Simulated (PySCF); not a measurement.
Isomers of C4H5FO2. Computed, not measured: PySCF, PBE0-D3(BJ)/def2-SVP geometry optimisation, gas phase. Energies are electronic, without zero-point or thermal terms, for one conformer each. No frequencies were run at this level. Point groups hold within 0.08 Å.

Question: Order them by energy at this level, lowest first, and give relative energies in kcal/mol.
A. `[O:1]=[C:2]1[CH2:3][O:4][C@H:5]1[CH2:6][F:7]` with O4–C5–C6–F7 60°
B. `[O:1]=[CH:2][C@@H:3]([F:4])[C@H:5]1[CH2:6][O:7]1` with O1–C2–C3–F4 -176°, C2–C3–C5–C6 75°

Answer: A (0.0), B (10.3).

As drawn, the lower has a four-membered ring, which the higher lacks; the higher has a three-membered ring, which the lower lacks.

```tsv
SMILES	E (Eh)	E rel (kcal/mol)	dipole (D)	point group	A, B, C (MHz)
O=C1CO[C@H]1CF	-404.93784	0.0	1.67	C1	3821, 2563, 2007
O=C[C@@H](F)[C@H]1CO1	-404.92138	10.3	0.78	C1	3678, 2384, 1535
```

Question: How do the relative energies change in single points at BHandHLYP/pcSseg-1 (no added dispersion term) on the same geometries?

Answer: 
```json
{"SMILES": "O=C1CO[C@H]1CF", "PBE0-D3(BJ)/def2-SVP (kcal/mol)": "0.0", "BHandHLYP/pcSseg-1 (kcal/mol)": "0.0", "shift": "0.0"}
{"SMILES": "O=C[C@@H](F)[C@H]1CO1", "PBE0-D3(BJ)/def2-SVP (kcal/mol)": "10.3", "BHandHLYP/pcSseg-1 (kcal/mol)": "9.9", "shift": "-0.4"}
```

Each column counts from its own lowest isomer. The order is unchanged; the largest shift is 0.4 kcal/mol.
